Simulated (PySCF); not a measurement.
Working out the ionisation energy of Br

Br [Ar] 3d10 4s2 4p5 (2P) → Br+ [Ar] 3d10 4s2 4p4 (3P). Calculation: PySCF 2.14, in aug-cc-pV5Z-PP with ECP10MDF (8s7p6d4f3g2h, 136 functions); a scalar-relativistic core potential. Frozen: 3s2 3p6 3d10. Energies in hartree (1 hartree = 27.21139 eV):

```tsv
part	Br (lower)	Br+ (upper)
UHF	-415.493387	-415.099912
MP2 opposite-spin	-0.125265	-0.095564
MP2 same-spin	-0.032717	-0.025215
```

Q: What does Hartree-Fock give?

A: (-415.099912) − (-415.493387) = 0.393475 hartree = 10.707 eV.

Q: What do MP2 and SCS-MP2 (6/5 opposite-spin, 1/3 same-spin) give?

A: The opposite-spin parts differ by 0.808 eV and the same-spin parts by 0.204 eV. MP2: 10.707 + (0.808) + (0.204) = 11.719 eV. SCS-MP2: 10.707 + 1.2 × (0.808) + (0.204)/3 = 11.745 eV.

Measured between the centres of the two terms (NIST): 11.844 eV, so MP2 (valence) is off by -0.125 eV.

What remains against the reference includes basis incompleteness, the frozen core and correlation beyond second order.
